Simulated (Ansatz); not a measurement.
A made-up structure of BNH3Te (charge +1), closed shell:

```tsv
atom	x (Å)	y (Å)	z (Å)
B1	-0.4560	-0.5155	-0.1978
N2	0.2002	0.4789	0.0771
Te3	1.2725	-1.4647	0.6646
H4	-1.4379	-0.5061	-0.6671
H5	0.6010	0.9721	-0.7557
H6	-0.1799	1.0354	0.8791
```

It is relaxed with PBE-D4/def2-SVP and then PBE0-D4/def2-TZVP (Ansatz 0.2.0). Atoms count as bonded within 1.22 times the sum of their covalent radii (H–H: 0.88 Å). The end point is not checked to be a true minimum.

Question: Does its bonding change? (Judge from chemistry; the calculation decides.)

Answer: The calculation gives: No: no bond forms or breaks.

Where it ends: The first stage lowers the energy by 2.10 eV in 6 steps. It ends as BNH₃Te ([BH]1[NH2][Te]1), total charge +1:
```csv
atom,x (Å),y (Å),z (Å)
B1,-0.5604,-0.6389,-0.2429
N2,0.2803,0.5544,0.1124
Te3,1.1714,-1.3646,0.6123
H4,-1.6158,-0.8009,-0.7407
H5,0.7238,1.0957,-0.6274
H6,0.0008,1.1543,0.8863
```

Labels in which every atom is bracketed show which atoms are joined, not bond orders.

For scale, one of the runs: PBE0-D4/def2-TZVP relaxation, 130 basis functions, launched by `ansatz run in.yaml --threads 2 --pin off --events-out ev --progress --plain --max-ram 4352MiB`. The run took about 13 s on 2 CPU threads of an Arm Neoverse V1 (shared host).
